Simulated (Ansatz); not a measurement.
**CH5AsSi (SMILES C1[SiH2][AsH]1): the electronic atomisation energy, rung by rung**

CH5AsSi: 8 atoms, total charge 0, spin state singlet. As SMILES, `C1[SiH2][AsH]1`. The shape is that of a PBE0-D4/def2-TZVP optimisation.

Each level gives the electronic atomisation energy (eV). The values are calculated. Electronic energies at fixed atoms, without zero-point motion or spin-orbit coupling.

```
             level                    kind  program  value (eV)
    SVWN5/def2-SVP                     LDA   Ansatz       29.27
      PBE/def2-SVP                     GGA   Ansatz       25.79
    B3LYP/def2-SVP           global hybrid   Ansatz       25.38
  r2SCAN0/def2-SVP         hybrid meta-GGA   Ansatz       25.38
CAM-B3LYP/def2-SVP  range-separated hybrid   Ansatz       25.49
  RPA@PBE/def2-SVP                     RPA   Ansatz       23.45
 RPA@PBE0/def2-SVP                     RPA   Ansatz       23.48
     CCSD/def2-SVP   coupled cluster or CI   Ansatz       23.51
```

All-electron rows without a relativistic Hamiltonian named are non-relativistic. Correlated wave functions underbind in double-zeta sets. The values span 23.45 to 29.27 eV. In the correlated wave-function rows the outer d shell of As is correlated, in sets not made for it.
